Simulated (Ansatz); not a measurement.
Mulliken charges of `N=[C]([InH2])[GaH][F]` from r2SCAN/def2-TZVPP in Ansatz (PBE0-D4/def2-TZVP geometry).

```json
{"atom": "N1", "x (Å)": "1.041", "y (Å)": "0.684", "z (Å)": "-0.341", "charge (e)": "-0.286"}
{"atom": "C2", "x (Å)": "0.000", "y (Å)": "0.023", "z (Å)": "-0.003", "charge (e)": "-0.228"}
{"atom": "In3", "x (Å)": "1.133", "y (Å)": "-1.833", "z (Å)": "0.010", "charge (e)": "0.548"}
{"atom": "Ga4", "x (Å)": "-1.731", "y (Å)": "0.964", "z (Å)": "0.256", "charge (e)": "0.491"}
{"atom": "F5", "x (Å)": "-1.453", "y (Å)": "2.685", "z (Å)": "-0.060", "charge (e)": "-0.402"}
{"atom": "H6", "x (Å)": "0.922", "y (Å)": "1.696", "z (Å)": "-0.463", "charge (e)": "0.166"}
{"atom": "H7", "x (Å)": "1.297", "y (Å)": "-2.622", "z (Å)": "-1.506", "charge (e)": "-0.135"}
{"atom": "H8", "x (Å)": "1.982", "y (Å)": "-2.183", "z (Å)": "1.461", "charge (e)": "-0.135"}
{"atom": "H9", "x (Å)": "-3.191", "y (Å)": "0.585", "z (Å)": "0.647", "charge (e)": "-0.018"}
```

Task: By hand: the dipole of these point charges (1 e Å = 4.8032 D).

Result: Σ q r = (-0.175, -0.892, 0.171) e Å, of length 0.925 e Å = 4.44 D.

Task: How does the dipole of the full density compare? (An estimate is asked.)

Result: Computed: (-0.262, -0.312, 0.106) e Å, 2.02 D; the point charges give 2.20 times that, at 28° from its direction.

Point charges leave out the atoms' own dipoles, such as those of lone pairs, and Mulliken's split depends on the basis, so the two needn't agree.
